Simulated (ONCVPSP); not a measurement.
An all-electron radial function and its pseudo partner (Li (Z = 3))

Columns: radius, all-electron u(r) and pseudo u(r) of the 1s shell (level -60.41 eV) of lithium in the configuration 1s2; PBE, scalar-relativistic, ONCV scheme, ONCVPSP 4.0.1.

| r (bohr) | all-electron | pseudo |
| --- | --- | --- |
| 0.032 | 0.2710 | 0.2076 |
| 0.065 | 0.4987 | 0.4131 |
| 0.098 | 0.6816 | 0.6022 |
| 0.130 | 0.8226 | 0.7639 |
| 0.162 | 0.9332 | 0.9004 |
| 0.195 | 1.0206 | 1.0128 |
| 0.228 | 1.0850 | 1.0967 |
| 0.260 | 1.1291 | 1.1527 |
| 0.292 | 1.1580 | 1.1868 |
| 0.325 | 1.1747 | 1.2032 |
| 0.358 | 1.1803 | 1.2048 |
| 0.390 | 1.1769 | 1.1958 |
| 0.422 | 1.1664 | 1.1796 |
| 0.455 | 1.1495 | 1.1575 |
| 0.488 | 1.1277 | 1.1319 |
| 0.520 | 1.1027 | 1.1046 |
| 0.552 | 1.0748 | 1.0754 |
| 0.585 | 1.0437 | 1.0437 |
| 0.618 | 1.0107 | 1.0107 |
| 0.650 | 0.9776 | 0.9775 |
| 0.682 | 0.9437 | 0.9437 |
| 0.715 | 0.9083 | 0.9083 |
| 0.748 | 0.8728 | 0.8727 |
| 0.780 | 0.8384 | 0.8384 |
| 0.812 | 0.8044 | 0.8043 |
| 0.845 | 0.7698 | 0.7697 |

Task: How many radial nodes do the two functions have?

Result: The all-electron 1s function has n − l − 1 = 0; the pseudo-wave has 0.

Task: At about which radius was the pseudo-wave matched?

Result: 0.65 bohr. The columns agree to 0.0005 from 0.58 bohr on; several derivatives are matched, so the curves merge somewhat inside the radius.

Task: Is the pseudo-wave norm-conserving?

Result: Yes: the ONCV scheme keeps the norm inside the radius equal to the all-electron one, which fixes the energy derivative of the logarithmic derivative at the level.
